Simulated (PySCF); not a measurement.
Exercise with solution: chemical shift, span and skew from a shielding tensor

C₂H₄F₂Si₂, SMILES [SiH2](F)[Si@@H](F)C#C. Atoms are numbered in the order given.

```xyz
10

C      2.7830     0.7685     0.6357
C      1.8160     0.0582     0.4307
Si     0.3077    -0.9311     0.1560
F      0.3449    -1.5694    -1.3416
Si    -1.5750     0.4517     0.3616
F     -1.3700     1.7652    -0.5804
H      3.6417     1.3924     0.8135
H      0.2677    -2.0583     1.1297
H     -2.8210    -0.2468    -0.0682
H     -1.7135     0.9007     1.7784
```
Charge 0, spin multiplicity 1.

The structure is a stationary point at PBE0-D3(BJ)/def2-SVP. The structure was generated by enumeration; whether it is a known compound was not checked. Other conformers were not sampled.

GIAO shieldings from B3LYP/pcSseg-1 (PySCF), non-relativistic, no solvent. The symmetric part of the tensor of F6 has the principal values 406.7, 424.4, 465.0 ppm. The same nucleus in CFCl3 has σ = 161.7 ppm at this level (PySCF, at its B3LYP-D3(BJ)/def2-TZVP geometry).

Problem. Work out the isotropic shielding, the ¹⁹F shift against CFCl3, the span and the skew.

Solution. 
σ(iso) = (σ11 + σ22 + σ33)/3 = 432.0 ppm. δ = σ(ref) − σ(iso) = 161.7 − (432.0) = -270.3 ppm.
Span Ω = σ33 − σ11 = 58.3 ppm. Skew κ = 3(σ(iso) − σ22)/Ω = 0.39. Tumbling in solution averages the tensor to δ; in a static solid the shielding alone would spread this spin-1/2 line over Ω.
